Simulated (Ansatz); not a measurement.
Gas-phase reaction in SMILES: N[Si](N)(O)O -> N[Si](N)([O])O + H atom (the H-O bond at the site shown breaks; other sites are not compared here)
Structures are relaxed separately at B3LYP-D3(BJ)/def2-TZVP in Ansatz (a quantum-chemistry and plane-wave program), one conformer each, not searched for the lowest. Frequencies are from Ansatz.

Property: bond dissociation energy (enthalpy at 298 K, with B3LYP-D3(BJ) rigid-rotor harmonic-oscillator terms), in eV. Correlated levels leave the core frozen unless marked. UHF or UKS for open shells. No spin-orbit coupling. Non-relativistic. Basis-set limits of correlation are two-point, X^-3; Hartree-Fock from the larger set. The bracket is a focal-point correction in the basis named.

```json
[
 {"level": "SVWN5/def2-TZVPD", "program": "Ansatz", "bond dissociation energy (eV)": "(withheld)"},
 {"level": "BHLYP/def2-TZVPD", "program": "Ansatz", "bond dissociation energy (eV)": "4.88"},
 {"level": "wB97M-V/def2-TZVPD", "program": "Ansatz", "bond dissociation energy (eV)": "5.09"},
 {"level": "wB97X-V/def2-TZVPD", "program": "Ansatz", "bond dissociation energy (eV)": "5.03"},
 {"level": "B2PLYP-D3(BJ)/def2-TZVPD", "program": "Ansatz + dftd3", "bond dissociation energy (eV)": "(withheld)"},
 {"level": "CCSD(T) with core electrons (1s frozen past Ne)/cc-pwCVTZ", "program": "Ansatz", "bond dissociation energy (eV)": "5.13"},
 {"level": "RI-MP2/CBS(cc-pV(T+d)Z,cc-pV(Q+d)Z)+[CCSD(T)-MP2]/cc-pV(T+d)Z", "program": "Ansatz", "bond dissociation energy (eV)": "(withheld)"}
]
```

**Question.** What belongs in the gaps?

**Answer.** 
- SVWN5/def2-TZVPD, bond dissociation energy (eV): 5.19
- B2PLYP-D3(BJ)/def2-TZVPD, bond dissociation energy (eV): 5.01
- RI-MP2/CBS(cc-pV(T+d)Z,cc-pV(Q+d)Z)+[CCSD(T)-MP2]/cc-pV(T+d)Z, bond dissociation energy (eV): 5.27
